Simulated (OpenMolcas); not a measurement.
## CH5FOSn (SMILES C[O][SnH2][F]): methods side by side

CH5FOSn has 9 atoms, charge 0, and is taken as a singlet. SMILES: `C[O][SnH2][F]`. The shape is that of a PBE0-D4/def2-TZVP optimisation. This is one conformer, not always the lowest.

Quantity: the vertical energy of the triplet above the singlet, in eV. The values are calculated.

```tsv
level	kind	program	value (eV)	CPU time (all runs)
SVWN5/def2-SVP (core potential)	LDA	OpenMolcas	5.45	88 s
BLYP/def2-SVP (core potential)	GGA	OpenMolcas	5.43	2 min
revPBE/def2-SVP (core potential)	GGA	OpenMolcas	5.51	2 min
TPSS/def2-SVP (core potential)	meta-GGA	OpenMolcas	5.60	2.8 min
B3LYP/def2-SVP (core potential)	global hybrid	OpenMolcas	5.80	2.2 min
BHLYP/def2-SVP (core potential)	global hybrid	OpenMolcas	5.97	1.8 min
M06-2X/def2-SVP (core potential)	hybrid meta-GGA	OpenMolcas	6.23	2.6 min
PBE0/def2-SVP (core potential)	global hybrid	OpenMolcas	5.85	1.8 min
```

Spin-orbit coupling, which can split open shells on such heavy atoms by tenths of an eV, is left out. The values span 5.43 to 6.23 eV. A triplet this far above the singlet is often a Rydberg-like or dissociative state; sets without diffuse functions put Rydberg states too high. Times are those of the runs behind each value, whatever else they computed, on shared processors of several kinds: orders of magnitude only.
